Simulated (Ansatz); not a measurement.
`CC[SiH](O)P` + SiH₄ → `CC[SiH2]O` + `[SiH3]P`  (redistribution)

Gas-phase electronic energies from Ansatz, PBE0-D4/def2-TZVP geometries. CBS: MP2 limit from def2 TZ/QZ plus the TZ coupled-cluster correction, frozen cores. This one scheme is used for every species. Functionals use def2-TZVPP. One conformer a species, not always the lowest.

```tsv
species	B2PLYP energy (Eh)
`CC[SiH](O)P`	-787.46807
SiH₄	-291.75980
`CC[SiH2]O`	-445.61890
`[SiH3]P`	-633.60890
```

Q: Work out ΔE.

A: ΔE = (-445.61890) + (-633.60890) − (-787.46807) − (-291.75980) = 0.00007 Eh = +0.2 kJ/mol. CCSD(T)/CBS gives +3.0 kJ/mol.

Largest T1 diagnostic among the species: 0.013.

In def2-TZVPP, CCSD(T) changes the Hartree–Fock value by +8.4 kJ/mol (the triples alone add +1.8 kJ/mol) and MP2 by +9.0 kJ/mol. The D4 term adds +6.4 kJ/mol with B3LYP and +3.9 kJ/mol with PBE0; it sums over pairs of atoms, weighted by their polarisabilities, and B3LYP, whose exchange is more repulsive, gets the larger term.

B3LYP here is the variant with VWN-RPA as its local correlation; programs differ in this.
